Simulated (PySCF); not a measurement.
Ga(CF3)2(F), C₂F₇Ga, SMILES [F][Ga]([C](F)(F)F)[C](F)(F)F, CAM-B3LYP/def2-SVP optimised geometry.

```
10

Ga     0.17     0.04     0.00
C     -0.70     1.85     0.00
F     -0.86     2.28     1.26
F     -1.91     1.82    -0.57
F      0.03     2.76    -0.65
C     -0.71    -1.76     0.06
F      0.17    -2.76     0.05
F     -1.53    -1.93    -0.99
F     -1.45    -1.88     1.17
F      1.91     0.04     0.00
```

Density from CAM-B3LYP/def2-TZVP run with PySCF 2.14.0 at that geometry.

Minimum of the electron density along straight lines between bonded atoms, close to the bond critical point (lines longer than 1.1 times the sum of covalent radii, or with two minima, are not listed):

```tsv
bond	length / Å	ρ at the minimum / e bohr⁻³	∇²ρ there / e bohr⁻⁵	position (fraction from the first atom)
Ga1–C2	2.004	0.117	0.20	0.47
C2–F3	1.342	0.282	-0.44	0.34
C2–F4	1.340	0.284	-0.44	0.34
C2–F5	1.334	0.288	-0.43	0.34
Ga1–C6	2.004	0.117	0.20	0.47
C6–F7	1.333	0.289	-0.43	0.34
C6–F8	1.341	0.283	-0.44	0.34
C6–F9	1.343	0.282	-0.44	0.34
Ga1–F10	1.738	(withheld)	(withheld)	0.49
```

Q: What belongs in the gaps?

A: 
- Ga1–F10, ρ at the minimum / e bohr⁻³: 0.138
- Ga1–F10, ∇²ρ there / e bohr⁻⁵: 0.90
